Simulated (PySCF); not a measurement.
PySCF input (M06-2X/6-31G* (5d)):

```python
from pyscf import gto, dft

mol = gto.M(
    atom='''
    C     2.01116647   -0.14116608    0.71674298
    C     1.15883453   -0.33527093   -0.33786334
    C     0.13229414    0.46972550   -0.86666829
    C    -1.15292901    0.53841472   -0.52702235
    C    -1.85067398   -0.27528177    0.55290036
    H     2.85268462   -0.80350910    0.88741236
    H     1.92767184    0.72969003    1.35854973
    H     1.37008135   -1.22551488   -0.94347189
    H    -1.83038786    1.22947215   -1.04684084
    H    -2.36518297    0.36225888    1.28750256
    H    -2.62119744   -0.94214988    0.13588835
    H    -1.12582231   -0.88877581    1.09242370
    ''',
    basis='6-31g*',
    charge=-1,
    spin=0,
    verbose=4,
)

mf = dft.RKS(mol, xc='m062x')
mf.grids.level = 4
mf.conv_tol = 1e-9
mf.max_cycle = 100
mf.max_memory = 1500
mf.kernel()
if not mf.converged:
    mf = mf.newton()
    mf.kernel(mf.make_rdm1())
mf.dip_moment()
```

From the output:

```
SCF conv_tol_grad = None
SCF max_cycles = 100
direct_scf = True
direct_scf_tol = 1e-13
XC library pyscf.dft.libxc version 7.1.2
    S. Lehtola, C. Steigemann, M. J. T. Oliveira, and M. A. L. Marques,  SoftwareX 7, 1–5 (2018)
XC functionals = m062x
    Y. Zhao and D. G. Truhlar,  Theor. Chem. Acc. 120, 215 (2008)
    Y. Zhao and D. G. Truhlar,  Theor. Chem. Acc. 120, 215 (2008)
radial grids:
    Treutler-Ahlrichs [JCP 102, 346 (1995); DOI:10.1063/1.469408] (M4) radial grids

becke partition: Becke, JCP 88, 2547 (1988); DOI:10.1063/1.454033
pruning grids: <function nwchem_prune>
grids dens level: 4
symmetrized grids: False
atomic radii adjust function: <function treutler_atomic_radii_adjust>
small_rho_cutoff = 0
Set gradient conv threshold to 3.16228e-05
Initial guess from minao.
tot grids = 253000
init E= -195.102834707901
  HOMO = -0.196459868539439  LUMO = -0.0215457874732183  gap/eV = 4.75965
cycle= 1 E= -194.447161500646  delta_E= 0.656  |g|= 0.502  |ddm|= 3.15
  HOMO = 0.126855321973714  LUMO = 0.334370958719723  gap/eV = 5.64679
cycle= 2 E= -194.47220632469  delta_E= -0.025  |g|= 0.445  |ddm|= 1.43
  HOMO = 0.0224813146915355  LUMO = 0.292237323832278  gap/eV = 7.34043
cycle= 3 E= -194.528065240598  delta_E= -0.0559  |g|= 0.0903  |ddm|= 0.712
  HOMO = 0.0220729164934337  LUMO = 0.292260136023276  gap/eV = 7.35217
cycle= 4 E= -194.529882137615  delta_E= -0.00182  |g|= 0.0381  |ddm|= 0.113
  HOMO = 0.0202055080109735  LUMO = 0.292041417884678  gap/eV = 7.39703
cycle= 5 E= -194.530261410375  delta_E= -0.000379  |g|= 0.00335  |ddm|= 0.0527
  HOMO = 0.0203081810978665  LUMO = 0.292310741022088  gap/eV = 7.40157
cycle= 6 E= -194.530264341479  delta_E= -2.93e-06  |g|= 0.00191  |ddm|= 0.00668
  HOMO = 0.0203339326116292  LUMO = 0.292259710740699  gap/eV = 7.39948
cycle= 7 E= -194.53026529869  delta_E= -9.57e-07  |g|= 0.000447  |ddm|= 0.00323
  HOMO = 0.020319264655138  LUMO = 0.29227096144467  gap/eV = 7.40018
cycle= 8 E= -194.530265367425  delta_E= -6.87e-08  |g|= 0.000102  |ddm|= 0.00133
  HOMO = 0.0203122416709953  LUMO = 0.292274746936999  gap/eV = 7.40048
cycle= 9 E= -194.53026537151  delta_E= -4.09e-09  |g|= 4.04e-05  |ddm|= 0.00032
  HOMO = 0.0203115086525152  LUMO = 0.292272394159037  gap/eV = 7.40043
cycle= 10 E= -194.530265372081  delta_E= -5.71e-10  |g|= 1.41e-05  |ddm|= 7.15e-05
  HOMO = 0.0203099742675805  LUMO = 0.292272160238005  gap/eV = 7.40047
Extra cycle  E= -194.530265372138  delta_E= -5.74e-11  |g|= 1.51e-05  |ddm|= 4.49e-05
converged SCF energy = -194.530265372138

WARN: System has nonzero charge -1; the dipole moment is origin-dependent.
Location of origin: [0. 0. 0.]

Dipole moment(X, Y, Z, Debye): -1.81426, -1.51598,  1.36110
```

The dipole moment of an ion depends on the origin.

The geometry given is a B3LYP-D3(BJ)/def2-TZVP minimum.
